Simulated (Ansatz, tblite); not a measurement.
Forces on the cluster W4Se8⁻ at its PBE-D4/def2-SVP geometry. The state is a doublet with charge -1.

In the def2 sets W takes a core potential; there is no spin–orbit coupling. The xTB rows come from tblite. Single mean-field runs in def2-TZVP are fitted with def2-universal-jkfit. Another isomer (doublet) lies 1.63 eV lower at PBE0-D4/def2-TZVP; other spin states weren't run for this one.

GFN1-xTB (tblite), largest force 7.47 eV/Å:

```xyz
12
positions Å, forces eV/Å
W     1.797   -0.234   -1.376   -0.204    0.128    0.321
W     0.904   -0.072    1.396    3.999    1.836    2.357
W    -1.043   -0.832    0.060   -5.795   -4.484   -1.430
W    -0.475    1.526   -0.681    0.964    2.911   -0.776
Se    3.640   -0.266   -2.768   -0.493    0.064    0.402
Se   -0.462   -0.264   -2.445    0.269   -0.075    0.559
Se   -2.530   -2.357    1.505    0.114    1.122   -0.648
Se   -3.264   -0.161    0.828    0.196   -1.244    0.245
Se    1.880    1.840    0.091   -0.355   -0.184    0.152
Se   -2.214    3.037   -0.383    0.907   -0.461   -0.289
Se    0.428   -0.018    3.663    0.377    0.005   -0.612
Se    1.338   -2.199    0.111    0.021    0.382   -0.281
```

GFN2-xTB (tblite), largest force 2.95 eV/Å:

```
W -1.719 0.821 1.781
W 0.223 1.319 1.696
W -2.457 -1.630 -0.008
W -0.296 1.444 0.632
Se -0.276 -0.138 0.127
Se 0.698 -0.846 -1.460
Se 0.085 0.815 -0.447
Se 0.146 -0.818 0.240
Se 1.626 0.285 -0.755
Se 0.540 -0.189 -0.192
Se 0.269 -0.006 -0.359
Se 1.162 -1.057 -1.254
```

PBE-D4/def2-TZVP (Ansatz), largest force 0.30 eV/Å:

```
W -0.194 0.096 0.191
W 0.001 -0.006 -0.226
W 0.098 0.092 0.026
W 0.104 -0.280 0.017
Se -0.083 -0.005 0.062
Se 0.036 0.059 0.161
Se 0.001 0.160 -0.120
Se 0.122 -0.150 0.013
Se -0.149 -0.143 0.003
Se 0.092 -0.024 -0.041
Se 0.053 -0.002 -0.099
Se -0.082 0.203 0.013
```
